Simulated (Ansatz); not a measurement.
Wavefunction ladder for H4NPZn, SMILES `P[NH][ZnH]`

```
atom    x (Å)    y (Å)    z (Å)
  P1  -0.1454  -1.0744   1.1269
  N2   0.4662   0.3812   0.5036
 Zn3   0.1691   1.1182  -1.1410
  H4   0.0859  -1.9832   0.0498
  H5  -1.5335  -0.9809   0.8041
  H6   1.0593   0.8395   1.1762
  H7  -0.1017   1.6996  -2.5196
```

Charge 0, multiplicity 1. For Zn the d shell is correlated and the shells below it are frozen. Scalar relativity is left out up to krypton. The structure was optimised at the PBE0-D4/def2-TZVP level. It is one conformer, not always the lowest. Frozen core, restricted reference, Ansatz.

```json
{"basis": "def2-SVP", "HF (Eh)": "-2174.90793", "MP2 corr.": "-0.59955", "CCSD corr.": "-0.61075", "(T)": "-0.01708", "CCSD(T) total": "-2175.53576"}
{"basis": "def2-TZVPP", "HF (Eh)": "-2175.34427", "MP2 corr.": "-0.88581", "CCSD corr.": "-0.86695", "(T)": "-0.03097", "CCSD(T) total": "-2176.24219"}
{"basis": "def2-QZVPP", "HF (Eh)": "-2175.39925", "MP2 corr.": "-0.94913", "CCSD corr.": "–", "(T)": "–", "CCSD(T) total": "–"}
```
